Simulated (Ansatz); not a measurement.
Relaxation of a periodic cell of 17 atoms, Si₁₆Ge (host Si, host structure diamond, interstitial Ge), to a largest force component of 0.03 eV/Å in at most 60 steps.

These are results of Ansatz, DFT PBE, scalar-relativistic, plane waves, PAW, not measurements. Settings: PAW set soft_1, cutoff 420 eV, k mesh 2x2x2, gaussian smearing 0.05 eV, no spin polarisation.

```xyz
17
Lattice="0.0000 5.4300 5.4300 5.4300 0.0000 5.4300 5.4300 5.4300 0.0000" Properties=species:S:1:pos:R:3
Si 0.000 0.000 0.000
Si 1.357 1.357 1.357
Si 2.715 2.715 0.000
Si 4.072 4.072 1.357
Si 2.715 0.000 2.715
Si 4.072 1.357 4.072
Si 5.430 2.715 2.715
Si 6.787 4.072 4.072
Si 0.000 2.715 2.715
Si 1.357 4.072 4.072
Si 2.715 5.430 2.715
Si 4.072 6.787 4.072
Si 2.715 2.715 5.430
Si 4.072 4.072 6.787
Si 5.430 5.430 5.430
Si 6.787 6.787 6.787
Ge 6.767 4.044 6.775
```

Task: Where does it end, and by what steps?

Result: The forces met the threshold. After 3 steps the energy has fallen by 0.337 eV; Si9 moved furthest, 0.07 Å.

| step | energy less start (eV) | largest force component (eV/Å) | accepted |
| --- | --- | --- | --- |
| 0 | 0.0000 | 1.016 | yes |
| 1 | -0.3031 | 0.319 | yes |
| 2 | -0.3361 | 0.035 | yes |
| 3 | -0.3367 | 0.015 | yes |

```xyz
17
Lattice="0.0000 5.4300 5.4300 5.4300 0.0000 5.4300 5.4300 5.4300 0.0000" Properties=species:S:1:pos:R:3
Si -0.010 0.007 -0.009
Si 1.356 1.306 1.357
Si 2.757 2.672 -0.042
Si 4.121 4.071 1.357
Si 2.722 0.007 2.723
Si 4.071 1.356 4.072
Si 5.421 2.705 2.723
Si 6.786 4.071 4.022
Si -0.043 2.672 2.757
Si 1.356 4.071 4.121
Si 2.755 5.470 2.755
Si 4.071 6.785 4.071
Si 2.722 2.705 5.421
Si 4.022 4.071 6.787
Si 5.388 5.471 5.388
Si 6.786 6.835 6.787
Ge 6.785 4.069 6.786
```

Run time: 11 s on 1 thread of Intel(R) Xeon(R) 6975P-C (Granite Rapids), on a shared host, peak memory 0.59 GiB.
